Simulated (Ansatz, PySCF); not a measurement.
NbF₆, SMILES [F][Nb-]([F])([F])([F])([F])[F], charge -1, multiplicity 1. Atoms are numbered in the order given.

```xyz
7

Nb     0.0000     0.0000     0.0000
F      0.0000     1.9051     0.0000
F      0.0000    -1.9051     0.0000
F      0.0000     0.0000    -1.9051
F      1.9051     0.0000     0.0000
F     -1.9051     0.0000     0.0000
F      0.0000     0.0000     1.9051
```
Charge -1, spin multiplicity 1.

The structure is a stationary point at PBE0-D3(BJ)/def2-SVPD. The spin state was assumed, not searched. The isomer is the one that the SMILES or the coordinates give; other isomers of the formula were not compared. The def2 effective core potentials stand for the cores of Nb; spin–orbit coupling is left out.

Two levels are set side by side: PBE-D3(BJ)/def2-SVPD (Ansatz, a quantum-chemistry and plane-wave program) and PBE0-D3(BJ)/def2-SVPD (Ansatz). Each level has its own optimised geometry; the coordinates shown are those of the second. Frequencies come from the Hessian of PySCF at each geometry. Differences are taken from unrounded values.

```csv
quantity,PBE0-D3(BJ)
mean bond length (Å),1.905
bond Nb1–F2 (Å),1.905
bond Nb1–F3 (Å),1.905
bond Nb1–F4 (Å),1.905
bond Nb1–F5 (Å),1.905
bond Nb1–F6 (Å),1.905
bond Nb1–F7 (Å),1.905
highest harmonic wavenumber (cm⁻¹),672
mean harmonic wavenumber (cm⁻¹),373
zero-point energy (kcal/mol),8.01
```

Question: What does PBE-D3(BJ) give, and how far is it from PBE0-D3(BJ)? (An estimate is asked for; the answer gives what the named calculation found.)

Answer: 
```tsv
quantity	PBE-D3(BJ)	PBE-D3(BJ) minus PBE0-D3(BJ)
mean bond length (Å)	1.927	0.021
bond Nb1–F2 (Å)	1.927	0.021
bond Nb1–F3 (Å)	1.927	0.021
bond Nb1–F4 (Å)	1.927	0.021
bond Nb1–F5 (Å)	1.927	0.021
bond Nb1–F6 (Å)	1.927	0.021
bond Nb1–F7 (Å)	1.927	0.021
highest harmonic wavenumber (cm⁻¹)	632	-40
mean harmonic wavenumber (cm⁻¹)	357	-17
zero-point energy (kcal/mol)	7.65	-0.36
```

Exact exchange shortens and stiffens bonds; PBE has none. Differences between two approximate levels are no errors against the true value.
